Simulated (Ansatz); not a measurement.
Reaction (formal exchange of groups at the Si–Cl bond): `F[SiH2]Cl` + `O[SiH2]F` → `O[SiH](F)[SiH2]F` + HCl

Computed with Ansatz on PBE0-D4/def2-TZVP structures; ΔE is electronic, products minus reactants. CCSD(T)/CBS is the MP2 limit (def2-TZVPP, def2-QZVPP) plus CCSD(T) − MP2 in def2-TZVPP, frozen cores. This one scheme is used for every species. DFT in def2-TZVPP. B3LYP here is the variant with VWN-RPA as its local correlation; programs differ in this. Each species was taken in one conformer, which may not be the lowest.

```
             level  ΔE (kJ/mol)  difference from CCSD(T)/CBS
         revPBE-D4        108.0                        -20.4
           BLYP-D4        115.4                        -13.0
           PBE0-D4        116.3                        -12.1
      CAM-B3LYP-D4        125.7                         -2.7
            B2PLYP        131.3                          2.9
            revPBE        111.5                        -16.9
              BLYP        120.6                         -7.8
             B3LYP        126.2                         -2.2
             BHLYP        135.1                          6.7
           LC-ωPBE        121.6                         -6.8
RPA@PBE/def2-TZVPP        124.0                         -4.4
    MP2/def2-TZVPP        138.3                          9.9
SCS-MP2/def2-TZVPP        137.3                          8.9
   CCSD/def2-TZVPP        128.8                          0.4
      HF/CBS(def2)        146.4                         18.0
     MP2/CBS(def2)        139.6                         11.2
       CCSD(T)/CBS        128.4                            0
```

Problem. What do rigid-rotor, harmonic-oscillator terms from PBE0-D4/def2-TZVP frequencies (298.15 K, 1 bar) make of the CCSD(T)/CBS value? (Estimate.)

Solution. Computed: ΔZPE = -6.7 kJ/mol, ΔH = +126.2 kJ/mol, ΔS = -7 J/(mol·K), ΔG = +128.3 kJ/mol. Modes under 50 cm⁻¹ make the entropy rough.

Largest T1 diagnostic among the species: 0.012.

In def2-TZVPP, CCSD(T) changes the Hartree–Fock value by −18.3 kJ/mol (the triples alone add −1.7 kJ/mol) and MP2 by −7.1 kJ/mol. From PBE to PBE0 (25 % exact exchange), in def2-TZVPP and without D4, ΔE moves by +7.8 kJ/mol. Leaving LDA and LC-ωPBE aside and taking each functional with its dispersion term where it has one, the values, not all of them listed here, spread over 23.4 kJ/mol, from revPBE-D4 to ωB97M-V.
